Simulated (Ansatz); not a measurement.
One geometry of Cl2FGa, SMILES `[F][Ga]([Cl])[Cl]`, several functionals.

```yaml
crystal:
  periodic: [false, false, false]
  atoms:
    - {symbol: F, position_ang: [-0.201939, 0.619971, 1.663699]}
    - {symbol: Ga, position_ang: [0.006026, 0.007983, 0.055546]}
    - {symbol: Cl, position_ang: [1.490621, -1.446090, -0.273907]}
    - {symbol: Cl, position_ang: [-1.239208, 0.757836, -1.465638]}
basis:
  gaussian: {orbitals: def2-TZVPP}
hamiltonian: {xc: pbe, dispersion: d4}
output: {forces: true, orbitals: {seedname: orbitals}}
```

```sh
$ ansatz run in.yaml --threads 2 --pin off --events-out ev --progress --plain --max-ram 22528MiB --backend cpu
```

Shortened log:

```
Functional definition: PBE
1112 factors; their error is unknown
mean field evaluation 1: about -80121.5155 eV, gradient 5.6e1 eV
mean field evaluation 2: about -80086.4515 eV, gradient 1.6e2 eV
mean field evaluation 4: about -80125.5543 eV, gradient 9.3e0 eV
mean field evaluation 8: about -80125.6718 eV, gradient 1.8e-1 eV
mean field evaluation 16: about -80125.6438 eV, gradient 4.3e-5 eV
mean field -80125.64384996 eV, -2944.5631003741 hartree, gradient 4.2e-5 eV, S^2 0.000000; 0 other end points of the search recorded, 0 dependent functions left out
reference -80125.64388507 eV, -2944.5631016641 hartree; 37, 37 occupied and 126, 126 virtual orbitals, 1112 factors
Total energy: -80125.75666220 eV, -2944.5672461473 hartree
Atom 0 at    -0.201939     0.619971     1.663699 Å, force    -0.072977     0.214692     0.564204 eV/Å
Atom 1 at     0.006026     0.007983     0.055546 Å, force     0.036300    -0.106683    -0.280445 eV/Å
Atom 2 at     1.490621    -1.446090    -0.273907 Å, force     0.228371    -0.223574    -0.050188 eV/Å
Atom 3 at    -1.239208     0.757836    -1.465638 Å, force    -0.191694     0.115565    -0.233571 eV/Å
Dipole moment:     0.020150    -0.059333    -0.155885 e Å
```

It took 1.6 s on 2 threads of an AMD EPYC 7R13 on a shared host, with 0.35 GiB of host memory at the peak.

With the line `hamiltonian: {xc: {name: B97M-V}}` and no forces (abridged; 4 s):

```
Functional definition: B97M-V
mean field -80128.85134371 eV, -2944.6809735952 hartree, gradient 7.3e-5 eV, S^2 0.000000
Total energy: -80128.85139205 eV, -2944.6809753716 hartree
```

With the line `hamiltonian: {xc: {name: wB97X-V}}` and no forces (abridged; 4.8 s):

```
Functional definition: wB97X-V
mean field evaluation 16: about -80136.9145 eV, gradient 5.5e-5 eV
mean field -80136.91446389 eV, -2944.9772877964 hartree, gradient 5.5e-5 eV, S^2 0.000000
Total energy: -80136.91446229 eV, -2944.9772877377 hartree
```

Changing it to `hamiltonian: {xc: {name: BLYP}, dispersion: d4}` and no forces (abridged; 1.5 s):

```
Functional definition: BLYP
mean field evaluation 16: about -80147.9327 eV, gradient 3.3e-5 eV
mean field -80147.93274650 eV, -2945.3822022137 hartree, gradient 3.2e-5 eV, S^2 0.000000
Total energy: -80148.17014938 eV, -2945.3909266086 hartree
```

With the line `hamiltonian: {xc: r2scan, dispersion: d4}` (abridged; 3.2 s):

```
Functional definition: r2SCAN
mean field evaluation 16: about -80143.4250 eV, gradient 4.0e-5 eV
mean field -80143.42498255 eV, -2945.2165449443 hartree, gradient 4.0e-5 eV, S^2 0.000000
Total energy: -80143.44958992 eV, -2945.2174492483 hartree
Atom 0 force     0.000438    -0.001350    -0.003499 eV/Å
Atom 1 force     0.003017    -0.008708    -0.023017 eV/Å
Atom 2 force    -0.011956     0.013287     0.008792 eV/Å
Atom 3 force     0.008501    -0.003229     0.017723 eV/Å
Dipole moment:     0.020005    -0.058909    -0.154767 e Å
```

With the line `hamiltonian: {xc: {name: PBE-QIDH}}` and no forces (abridged; 3.6 s):

```
Functional definition: PBE-QIDH
mean field evaluation 16: about -80106.2751 eV, gradient 8.6e-5 eV
mean field -80106.27506449 eV, -2943.8513106365 hartree, gradient 1.5e-6 eV, S^2 0.000000
20 core orbitals not correlated: weight in the atoms' cores, before any rotation towards them, 1.000 or more for the frozen orbitals, at most 0.000 for the correlated occupied ones
second order -25.61484360 eV of doubles, -0.00000000 eV of singles
Total energy: -80114.81335598 eV, -2944.1650870615 hartree
```
